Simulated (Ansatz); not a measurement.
C₃H₆SSi, SMILES `C=C([SiH3])C=S`, charge 0, multiplicity 1.

(1) Give a relaxed structure at PBE0-D4/def2-TZVP (the Gaussian-basis code of Ansatz). (Estimate.)

## Answers

(1) Ansatz gave: 
Z-matrix (Å, degrees):
```
Si
C 1 1.876
H 1 1.486 2 110.4
H 1 1.487 2 109.7 3 -119.0
H 1 1.484 2 108.7 3 120.6
C 2 1.463 1 118.2 3 61.1
C 2 1.339 1 120.8 3 -121.2
S 6 1.617 2 127.0 1 -155.4
H 6 1.094 2 114.8 1 23.3
H 7 1.084 2 121.8 1 2.2
H 7 1.087 2 120.6 1 -177.0
```
This is one stationary point; other conformers may exist.
